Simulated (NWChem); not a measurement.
**Spin states of FS**

```xyz
2

S      0.0000     0.0000     0.5862
F      0.0000     0.0000    -1.0421
```
Charge 0, spin multiplicity 2.

The numbers come from NWChem runs, not from measurements. The geometry was optimised at UB3LYP/def2-SVP, a minimum by its harmonic frequencies.

Basis set: def2-TZVP. The gap is E(quartet) − E(doublet) at the geometry of the doublet, so a negative value puts the higher spin lower. Open shells are unrestricted, coupled cluster uses restricted open-shell references. The quartet is the single determinant that the SCF runs reached, with unpaired electrons in orbitals of symmetry a1 and b1 and b2 (C2v labels); it need not be the lowest quartet, which in molecules with degenerate π orbitals can need several determinants.

The correlated methods keep 6 core orbitals frozen. B3LYP has NWChem's definition, with VWN1-RPA local correlation. The structure started from a generated list of species. The unpaired electrons of the parent sit in orbitals of symmetry b2 (C2v labels of the run); other states weren't searched. No SCF solution was tested for a lower state. Open-shell Hartree-Fock references start from PBE0 orbitals. No row is a measurement; the coupled-cluster row has its own basis-set and correlation limits.

Q: Order these methods by the vertical doublet-quartet gap they give, lowest first: PBE, CCSD(T), HF, r2SCAN, B3LYP.

A: HF (51.1 kcal/mol), r2SCAN (53.3 kcal/mol), PBE (54.9 kcal/mol), CCSD(T) (57.3 kcal/mol), B3LYP (58.5 kcal/mol)
